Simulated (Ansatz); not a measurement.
Basis-set extrapolation for `N[SiH2]O[Si](N)(O)O` (PBE0-D4/def2-TZVP geometry, frozen core, the Gaussian-basis code of Ansatz). Multiplicity 1, RHF reference.

|  | def2-TZVPP | def2-QZVPP |
| --- | --- | --- |
| HF | -916.496088 | -916.532358 |
| MP2 correlation | -1.380641 | -1.490139 |
| CCSD(T) correlation | -1.468726 | not run |

Energies in hartree. Use E(X) = E(∞) + A·exp(−7.88·√X) for Hartree–Fock and E(X) = E(∞) + B·X^(−2.97) for correlation, with X = 3 and 4, and add CCSD(T) minus MP2 of the smaller set to the MP2 limit.

Q: What is the CCSD(T) energy at the basis-set limit?

A: HF limit: -916.532358 + (-0.036270) × 0.13774 = -916.53735. MP2 limit: -1.490139 + (-0.109498) × 0.74074 = -1.57125. Higher-order term: -1.468726 − (-1.380641) = -0.08808. Total: -918.19668 hartree, 145.5 kcal/mol below CCSD(T)/def2-TZVPP.
